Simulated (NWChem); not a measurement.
Species: C3H2BrCl; SMILES ClC(Br)=C=C

```xyz
7

C     -2.1323     2.0033     0.0000
C     -1.0528     1.2666     0.0000
C      0.0230     0.5245     0.0000
Cl     1.6171     1.1867     0.0000
Br    -0.0797    -1.3606     0.0000
H     -2.6020     2.3245    -0.9370
H     -2.6020     2.3245     0.9370
```
Atoms are numbered in this order, from 1.

Computed with NWChem. Pople sets run with spherical d functions. STO-3G and 3-21G are far too small for this property and stand as cheap habits. All runs use the structure optimised with PBE0/def2-SVP. B3LYP is NWChem's, with the RPA form of VWN correlation. GIAO values for the isolated, static molecule; σ is the absolute isotropic shielding, δ = σ(reference) − σ with the isolated reference molecule computed at the same levels (13C: tetramethylsilane, 1H: tetramethylsilane). Spin-orbit effects, on the heavy nuclei and on their neighbours, are missing.

| level | δ C1 (ppm) | δ C2 (ppm) | δ C3 (ppm) | σ Cl4 (ppm) | σ Br5 (ppm) | δ H6 (ppm) |
|---|---|---|---|---|---|---|
| Hartree-Fock/STO-3G | 89.9 | 186.3 | 105.6 | 1006.1 | 2731.5 | 5.45 |
| B3LYP/6-311G** | 87.5 | 223.2 | 117.9 | 639.5 | 1760.8 | 5.34 |
| LDA (Slater exchange, VWN5)/pcSseg-1 | (withheld) | (withheld) | (withheld) | (withheld) | (withheld) | (withheld) |

**Question.** Fill in the missing entries.

**Answer.** 
- LDA (Slater exchange, VWN5)/pcSseg-1, δ C1 (ppm): 93.6
- LDA (Slater exchange, VWN5)/pcSseg-1, δ C2 (ppm): 229.2
- LDA (Slater exchange, VWN5)/pcSseg-1, δ C3 (ppm): 124.3
- LDA (Slater exchange, VWN5)/pcSseg-1, σ Cl4 (ppm): 576.1
- LDA (Slater exchange, VWN5)/pcSseg-1, σ Br5 (ppm): 1673.1
- LDA (Slater exchange, VWN5)/pcSseg-1, δ H6 (ppm): 5.68
